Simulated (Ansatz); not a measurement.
Geometry optimisation, RKS PBE/def2-SVP (Ansatz 0.2.0).

Input:

```yaml
crystal:
  periodic: [false, false, false]
  atoms:
    - { symbol: Ge, position_ang: [0.0, 0.0, 0.0] }
    - { symbol: H, position_ang: [0.0, 0.0, 1.9] }
    - { symbol: H, position_ang: [1.4616, 0.0, -0.5162] }
    - { symbol: O, position_ang: [-0.8337, 1.4443, -0.5894] }
    - { symbol: H, position_ang: [-1.7915, 1.2136, -0.8118] }
    - { symbol: O, position_ang: [-0.8337, -1.4443, -0.5894] }
    - { symbol: H, position_ang: [-1.2883, -1.91, 0.183] }
    - { symbol: F, position_ang: [0.7423, 1.7262, 0.6243] }
    - { symbol: H, position_ang: [0.3986, 0.9269, 1.7574] }
basis:
  gaussian: { orbitals: def2-SVP }
hamiltonian:
  xc: pbe
relax:
  f_tol: 0.15
  max_steps: 25
  restrain:
    - { distance: [0, 7], at: 1.68, k: 30.0 }
    - { distance: [8, 1], at: 0.66, k: 30.0 }
    - { distance: [0, 1], at: 2.75, k: 30.0 }
    - { distance: [8, 7], at: 2.12, k: 30.0 }
output:
  orbitals: {}
```

Run as:

```bash
$ ansatz run input.yaml --threads 2 --pin off --max-ram 3072MiB --backend cpu --events-out ev --progress --plain --runs-dir out
```

Q: Where does it end, and by what steps?

A: The forces met the threshold. The restraints hold the end off the free minimum. After 20 steps the energy has fallen by 3.334 eV (the restraints' own energy left out); H3 moved furthest, 1.38 Å. Joined: H2–H9.

```
step  energy less start (eV)  largest force component (eV/Å)  accepted
   0                  0.0000                           4.584       yes
   1                 -0.3235                           3.600       yes
   2                 -0.7283                           2.526       yes
   3                 -1.7731                           2.438       yes
   4                 -2.3063                           1.817       yes
   5                 -2.6879                           1.451       yes
   6                 -2.9868                           1.250       yes
   7                 -3.1669                           1.297       yes
   8                 -3.2317                           1.512       yes
   9                 -3.2479                           1.479       yes
  10                 -3.2963                           1.257        no
  11                 -3.2620                           1.343       yes
  12                 -3.2786                           1.314       yes
  13                 -3.3188                           1.132       yes
  14                 -3.3362                           1.395       yes
  15                 -3.3277                           1.846       yes
  16                 -3.3275                           1.851       yes
  17                 -3.3351                           1.786       yes
  18                 -3.3336                           1.864       yes
  19                 -3.3324                           1.862        no
  20                 -3.3343                           1.882       yes
```

```xyz
9
Properties=species:S:1:pos:R:3
Ge 0.255 0.261 -0.442
H -0.922 0.376 2.050
H 0.991 0.215 -1.797
O -1.153 1.358 -0.401
H -1.689 1.246 -1.208
O -0.148 -1.425 -0.041
H -0.551 -1.480 0.846
F 1.297 0.907 0.760
H -0.225 0.498 2.189
```

Whether the end is a true minimum wasn't checked by a vibrational analysis.

Time of the run: 31 s on 2 threads of Arm Neoverse V2, on a shared host, peak memory 0.14 GiB.
